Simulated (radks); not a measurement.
Spherical quantum dot in the effective-mass picture: electrons in a parabolic well V = omega^2 r^2 / 2 with omega = 0.107, with a point charge +2 (a donor) at the centre, all in effective atomic units (hartree* = m*/eps^2 hartree, bohr* = eps/m* bohr), one dielectric constant everywhere. Calculated with a radial shooting solver with Libxc functionals: non-relativistic Kohn-Sham, exchange-only LDA, spin-polarised, spherical densities. Levels are named by radial order and angular momentum (1s, 1p, 1d, 2s, ...), and open shells are averaged over m.

N = 9, configuration 1s2 1p(up 3, down 2) 2s2. This is the lowest configuration that the search found. Occupied and some empty levels:

level,occupation,eigenvalue (hartree*),<r> (bohr*)
1s up,1,0.69991,0.9896
1s down,1,0.70074,0.9848
2s up,1,1.1455,6.191
2s down,1,1.1579,6.258
1p up,3,1.1732,6.497
1p down,2,1.1852,6.574
1d up,0,1.2273,7.333
1d down,0,1.2381,7.415
1f up,0,1.2884,7.966
1f down,0,1.2979,8.043
2p up,0,1.3127,6.825
2p down,0,1.3220,6.833
1g up,0,1.3560,8.519
1g down,0,1.3641,8.589

Energy (hartree*): total 2.27979, kinetic 3.1922, external -7.2016, Hartree 7.8271, exchange-correlation -1.5379.

Electron density:

r (bohr*),n(r) (e/bohr*^3)
0.238,1.380
0.836,0.1663
1.43,0.02654
2.03,0.006178
2.63,0.003177
3.23,0.003060
3.83,0.003354
4.42,0.003563
5.02,0.003568
5.62,0.003354
6.22,0.002949
6.82,0.002416
7.42,0.001833
8.01,0.001282
8.61,0.0008229
9.21,0.0004834
9.81,0.0002592
10.4,0.0001278
11.0,0.00005701
11.6,0.00002322
